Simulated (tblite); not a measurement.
Species: C3H11NO2Si3.
Numbering: `[CH3:1]/[N:2]=[CH:3]/[C@@H:4]1[SiH2:5][O:6][Si@@H:7]1[O:8][SiH3:9]` (hydrogens: H10, H11, H12 on C1; H13 on C3; H14 on C4; H15, H16 on Si5; H17 on Si7; H18, H19, H20 on Si9)

Computed geometry: GFN2-xTB, gas phase.

Question: List the bond lengths, angles and torsions at this level.

Answer: 
```json
{"bond": "C1–N2", "length (pm)": "143.0", "order": "single"}
{"bond": "N2=C3", "length (pm)": "126.2", "order": "double"}
{"bond": "C3–C4", "length (pm)": "145.9", "order": "single"}
{"bond": "C4–Si5", "length (pm)": "192.1", "order": "single"}
{"bond": "Si5–O6", "length (pm)": "167.3", "order": "single"}
{"bond": "O6–Si7", "length (pm)": "164.7", "order": "single"}
{"bond": "Si7–O8", "length (pm)": "160.2", "order": "single"}
{"bond": "O8–Si9", "length (pm)": "163.3", "order": "single"}
{"bond": "C4–Si7", "length (pm)": "193.8", "order": "single"}
{"bond": "C1–H10, C1–H11, C1–H12", "length (pm)": "109.4", "order": "single"}
{"bond": "C3–H13", "length (pm)": "110.5", "order": "single"}
{"bond": "C4–H14", "length (pm)": "108.8", "order": "single"}
{"bond": "Si5–H15", "length (pm)": "145.9", "order": "single"}
{"bond": "Si5–H16", "length (pm)": "144.7", "order": "single"}
{"bond": "Si7–H17", "length (pm)": "144.6", "order": "single"}
{"bond": "Si9–H18, Si9–H19, Si9–H20", "length (pm)": "146.1", "order": "single"}
```

Bonds in one row agree within 1 pm and their mean is given. Orders are formal, as drawn. A selection of angles:
```json
{"angle": "N2–C1–H10", "degrees": "113.3"}
{"angle": "N2–C1–H11", "degrees": "108.7"}
{"angle": "N2–C1–H12", "degrees": "108.4"}
{"angle": "H10–C1–H11", "degrees": "109.3"}
{"angle": "H11–C1–H12", "degrees": "107.8"}
{"angle": "C1–N2–C3", "degrees": "120.5"}
{"angle": "N2–C3–C4", "degrees": "121.0"}
{"angle": "N2–C3–H13", "degrees": "121.8"}
{"angle": "C4–C3–H13", "degrees": "117.1"}
{"angle": "C3–C4–Si5", "degrees": "116.8"}
{"angle": "C3–C4–Si7", "degrees": "114.9"}
{"angle": "C3–C4–H14", "degrees": "110.8"}
{"angle": "Si5–C4–Si7", "degrees": "82.5"}
{"angle": "Si5–C4–H14", "degrees": "116.4"}
{"angle": "Si7–C4–H14", "degrees": "112.7"}
{"angle": "C4–Si5–O6", "degrees": "88.5"}
{"angle": "C4–Si5–H15", "degrees": "113.2"}
{"angle": "C4–Si5–H16", "degrees": "118.5"}
{"angle": "O6–Si5–H15", "degrees": "106.0"}
{"angle": "O6–Si5–H16", "degrees": "109.4"}
{"angle": "H15–Si5–H16", "degrees": "116.6"}
{"angle": "Si5–O6–Si7", "degrees": "100.1"}
{"angle": "O6–Si7–O8", "degrees": "112.3"}
{"angle": "O6–Si7–H17", "degrees": "112.4"}
{"angle": "O8–Si7–H17", "degrees": "107.3"}
{"angle": "C4–Si7–O6", "degrees": "88.7"}
{"angle": "C4–Si7–O8", "degrees": "114.4"}
{"angle": "C4–Si7–H17", "degrees": "120.8"}
{"angle": "Si7–O8–Si9", "degrees": "144.9"}
{"angle": "O8–Si9–H18", "degrees": "111.9"}
{"angle": "O8–Si9–H19", "degrees": "102.7"}
{"angle": "O8–Si9–H20", "degrees": "104.5"}
{"angle": "H18–Si9–H19", "degrees": "112.4"}
{"angle": "H18–Si9–H20", "degrees": "112.7"}
```

Torsions: C1–N2–C3–C4 179° (antiperiplanar); N2–C3–C4–Si5 17° (synperiplanar); C3–C4–Si5–O6 -118° (anticlinal); C4–Si5–O6–Si7 5° (synperiplanar); Si5–O6–Si7–O8 111° (anticlinal); O6–Si7–O8–Si9 -47° (synclinal); C3–C4–Si7–O6 120° (anticlinal).

Si5 (oxygen-bound silicon) has angles from 88.5° to 118.5°. The 4-membered ring C4–Si5–O6–Si7 has internal angles of 82.5° to 100.1°; it is slightly puckered (a soft mode that the optimisation may not have finished), 0.03 Å rms from its mean plane, widest ring torsion 5°. N2 (imine nitrogen) is bent (angle 120.5°). The 2 C–N bonds span 1.262 Å (N2=C3, drawn double) to 1.430 Å (C1–N2, drawn single), a spread of 0.168 Å. Si9 (oxygen-bound silicon) is distorted tetrahedral (angles from 102.7° to 112.7°). The O–Si distances run from 1.602 Å (Si7–O8, drawn single) to 1.673 Å (Si5–O6, drawn single), a spread of 0.071 Å. Of the pairs four or more bonds apart, N2···Si9 is among the closest relative to their van der Waals radii: 3.41 Å, 93 % of the sum of Bondi's values.

Point group: C1 (no symmetry element, even within 0.4 Å). Its GFN2-xTB frequencies are all real (lowest 36 cm⁻¹). One conformer, not necessarily the lowest. 3 starts were optimised and ended at 0.00, 1.14 and 1.63 kcal/mol (GFN2-xTB); the lowest of these is shown.
